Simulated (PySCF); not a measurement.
# How methods differ on the ionisation energy of P⁺

P⁺ [Ne] 3s2 3p2 (3P) → P²⁺ [Ne] 3s2 3p1 (2P), as a difference of total energies. Calculation: PySCF 2.14, in aug-cc-pwCVTZ (8s7p5d3f, 75 functions); no relativity, point nucleus. Correlated levels: valence: [Ne] frozen; valence and next inner shell: 1s2 frozen; nothing frozen. The calculations carry no spin-orbit coupling.

| method | ionisation energy (eV) | plus first-order spin-orbit estimate | difference from reference of that sum (eV) |
| --- | --- | --- | --- |
| UHF | 19.163 | 19.156 | -0.613 |
| LDA | 19.819 | 19.812 | +0.043 |
| PBE | 19.786 | 19.780 | +0.011 |
| PBE0 | 19.822 | 19.815 | +0.046 |
| r2SCAN | 19.947 | 19.941 | +0.172 |
| B97-3 | 19.635 | 19.629 | -0.140 |
| TPSSh | 19.847 | 19.841 | +0.072 |
| PBEsol | 19.748 | 19.742 | -0.027 |
| PW91 | 19.847 | 19.840 | +0.071 |
| MP2 (valence) | 19.619 | 19.612 | -0.157 |
| SCS-MP2 (valence) | 19.527 | 19.521 | -0.248 |
| MP2 (valence and next inner shell) | 19.646 | 19.640 | -0.129 |
| SCS-MP2 (valence and next inner shell) | 19.552 | 19.545 | -0.224 |
| MP2 (all electrons) | 19.648 | 19.642 | -0.127 |
| SCS-MP2 (all electrons) | 19.553 | 19.547 | -0.222 |

Reference: 19.769 eV (semi-empirical (NIST evaluation); NIST Atomic Spectra Database, ionization energies).

A first-order spin-orbit estimate (lowest level to lowest level, LS coupling) adds -0.007 eV.

Errors of the correlated levels include the incompleteness of this basis and the frozen core.
